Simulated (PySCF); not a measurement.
[Pr(OH)4]− at several levels of theory

Computed with PySCF 2.14.0 (density fitting, no spin-orbit coupling) at the geometry relaxed with PBE0:

```xyz
9
[Pr(OH)4]− (singlet in the valence; each metal's 4f electrons, 2 of them, lie in its core potential, out of spins and levels)
Pr    0.0000    0.0000    0.0000
O     1.4009    1.1309    1.2743
H     1.9779    1.6684    1.8129
O    -1.4009   -1.1309    1.2743
H    -1.9779   -1.6684    1.8129
O     1.1309   -1.4009   -1.2743
H     1.6684   -1.9779   -1.8129
O    -1.1309    1.4009   -1.2743
H    -1.6684    1.9779   -1.8129
```

```
level                                                 basis    state  HOMO (eV)  gap (eV)  charge on Pr1 (e)  population of f-type functions on Pr1 (polarisation alone where 4f lies in the core)  dipole about the centre of mass (D)  largest force component (eV/Å)
 PBE0     Pr lcecp-1-SVP with ECP48, O def2-SVP, H def2-SVP  singlet      -2.35      6.20               0.87                                                                                  0.11                                 0.00                            0.01
 BP86                                              the same  singlet      -0.80      4.21               0.60                                                                                  0.11                                 0.00                            0.41
 PBE0  Pr lcecp-1-TZVP with ECP48, O def2-TZVP, H def2-TZVP  singlet      -2.81      6.44               1.52                                                                                  0.13                                 0.00                            0.23
```

In the lcecp rows the 4f levels are missing from HOMO and gap, and the state counts the valence alone.

Charges are Mulliken's, which hang on the basis. The relaxation used the grid (50, 194), these runs (75, 302) or, all-electron (x2c bases, spin-free X2C Hamiltonian), (99, 590).

Task: What does B3LYP with Pr lcecp-1-SVP with ECP48, O def2-SVP, H def2-SVP give here?

Result: state singlet, HOMO (eV) -2.05, gap (eV) 5.63, charge on Pr1 (e) 0.79, population of f-type functions on Pr1 (polarisation alone where 4f lies in the core) 0.11, dipole about the centre of mass (D) 0.00, largest force component (eV/Å) 0.13. Time: 6.3 s on 2 threads of Arm Neoverse V1, on a shared host, from an already converged density.

In the first row's basis the gap widens with exact exchange: 4.2 eV for BP86 (none); 5.6 to 6.2 eV for B3LYP, PBE0 (a fixed share).

An lcecp potential fixes the number of 4f electrons, so in runs with it no electron can move into or out of that shell.
